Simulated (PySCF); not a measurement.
**State search for KN⁺**

Unrestricted PBE0; K 6-31G(d,p), N 6-31G(d,p); no relativity (PySCF 2.14). Outer shells of the fragments: K+ closed shells only; N 2s2 2p3.

Followed along the bond (rough minima from three points):

| 2Ms+1 | unpaired | ⟨S²⟩ at the start | R at minimum (Å) | Te (eV) |
| --- | --- | --- | --- | --- |
| 4 | σ ↑, π ↑↑ | 3.75 | 3.15 | 0.00 |
| 2 | σ ↓, π ↑↑ | 1.76 | 3.18 | 1.19 |

Solutions found at the starting distance of 2.700 Å, counted from the lowest of them; the search is not exhaustive and high or unbound solutions are not listed, so other states can lie among these:

```tsv
2Ms+1	unpaired	term	E (eV)	⟨S²⟩	⟨Lz²⟩	μ (D)
4	σ ↑, π ↑↑	⁴Σ⁻	0.00	3.75	0.00	-2.83
2	σ ↓, π ↑↑	mixed	1.20	1.76	0.00	-2.86
2	σ ↑, π ↑↓	mixed	1.20	1.76	2.01	-2.84
2	π ↑	²Π	2.89	0.75	1.00	-2.74
2	σ ↑	mixed	3.10	0.75	2.00	-2.78
2	π ↑	²Π	3.30	0.75	1.01	-2.89
```

A term symbol is given only where ⟨S²⟩ and ⟨Lz²⟩ are close to those of a pure state; real π, δ and φ orbitals otherwise mix terms. A positive dipole points towards N; it is taken about the centre of mass and depends on that origin.
